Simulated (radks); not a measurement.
Polarisabilities and homonuclear dispersion coefficients (atomic units). Code: a radial shooting solver on a logarithmic mesh with Libxc functionals. Model: non-relativistic Kohn-Sham, PBE, spin-unpolarised, spherical densities, point nucleus. Response by self-consistent Sternheimer equations with the Hartree and adiabatic LDA kernel. For heavy and open-shell atoms this level of theory can miss by tens of per cent. "Uncoupled" leaves out the induced potential. Quadrupole and octupole values are given only where no p, d or f shell is open. The Sternheimer factor gamma scales a distant field gradient at the nucleus by 1 - gamma.

species  configuration  alpha1 (bohr^3)  alpha1, uncoupled  alpha2 (bohr^5)  alpha3 (bohr^7)     C6    C8  Sternheimer gamma  recommended alpha1
Mn        [Ar] 3d5 4s2            65.27              122.1                -                -  614.3     -                  -            68 +/- 9
Ar                [Ar]            11.99              17.89            62.04            707.1  70.02  1901              -32.0    11.083 +/- 0.007
Tc+       [Kr] 4d5 5s1            39.17              64.35                -                -  289.0     -                  -                   -
Ni+           [Ar] 3d9            9.271              12.40                -                -  32.26     -                  -                   -
Fe        [Ar] 3d6 4s2            58.46              108.0                -                -  520.2     -                  -            62 +/- 4
Sc2+          [Ar] 3d1            5.205              6.792                -                -  15.16     -                  -                   -

Recommended values: Schwerdtfeger and Nagle, table of static dipole polarisabilities (2023 update), measured or computed.

Beside tabulated values, note that relativity, absent from the non-relativistic runs, is large for the heavy elements, and spin-unpolarised runs miss the spin-polarisation part of the exchange energy of open shells.
